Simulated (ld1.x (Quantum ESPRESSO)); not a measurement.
Scattering properties, TM potential for rubidium

Rb, norm-conserving Troullier–Martins (Kleinman–Bylander form), made with ld1.x (Quantum ESPRESSO) 7.5 (PBE, scalar-relativistic). Core [Ar] 3d10, reference 4s2 4p6 5s1 5p0. Waves: 4p (bound): rc 1.56 bohr; 4d channel at -0.05 Ry: rc 1.95 bohr; 4s (bound): rc 2.20 bohr. Local part: the s channel. Core correction: none.

Occupied shells without a wave of their own: 5s. They enter only through the test configuration that unscreens the potential.

The phase is arctan(r·u′/u) with u = r·R(r), unwrapped; energies in Ry, scanned from -4 to 5 Ry. A pole is an energy at which the radial function vanishes at the test radius. The pseudo phase is shifted by a multiple of π to meet the all-electron one at the reference energy, and phase errors are pseudo minus all-electron; the curves can meet again beyond the range given. Levels narrower than the energy grid can be missing from the lists of poles.

```json
{"channel": "s", "radius (bohr)": "2.39", "reference energy (Ry)": "-2.34", "poles, all-electron": "-1.91", "poles, pseudo": "-1.92, 3.95", "unbroken range about the reference energy with phases within 0.05 rad": "below -0.3", "phase error 1 Ry above the reference energy (rad)": "-0.013"}
{"channel": "p", "radius (bohr)": "2.39", "reference energy (Ry)": "-1.17", "poles, all-electron": "-0.40", "poles, pseudo": "-0.44", "unbroken range about the reference energy with phases within 0.05 rad": "below 0.7", "phase error 1 Ry above the reference energy (rad)": "-0.016"}
{"channel": "d", "radius (bohr)": "2.39", "reference energy (Ry)": "-0.05", "poles, all-electron": "2.10", "poles, pseudo": "2.32", "unbroken range about the reference energy with phases within 0.05 rad": "below 3.0", "phase error 1 Ry above the reference energy (rad)": "+0.018"}
```

Phases in the d channel:

```csv
E (Ry),all-electron,pseudo
-4.00,1.357,1.358
-3.76,1.350,1.351
-3.52,1.342,1.343
-3.28,1.333,1.335
-3.04,1.323,1.325
-2.80,1.312,1.314
-2.56,1.299,1.301
-2.32,1.285,1.286
-2.08,1.267,1.269
-1.84,1.246,1.248
-1.60,1.220,1.223
-1.36,1.188,1.190
-1.12,1.146,1.149
-0.88,1.089,1.091
-0.64,1.008,1.010
-0.40,0.882,0.883
-0.16,0.671,0.671
0.08,0.294,0.295
0.32,-0.276,-0.269
0.56,-0.790,-0.776
0.80,-1.097,-1.080
1.04,-1.273,-1.254
1.28,-1.382,-1.362
1.52,-1.456,-1.434
1.76,-1.512,-1.487
2.00,-1.555,-1.528
2.24,-1.592,-1.561
2.48,-1.624,-1.589
2.72,-1.653,-1.613
2.96,-1.682,-1.634
3.20,-1.711,-1.654
3.44,-1.742,-1.673
3.68,-1.776,-1.692
3.92,-1.814,-1.711
4.16,-1.861,-1.730
4.40,-1.921,-1.750
4.64,-2.002,-1.772
4.88,-2.119,-1.795
```
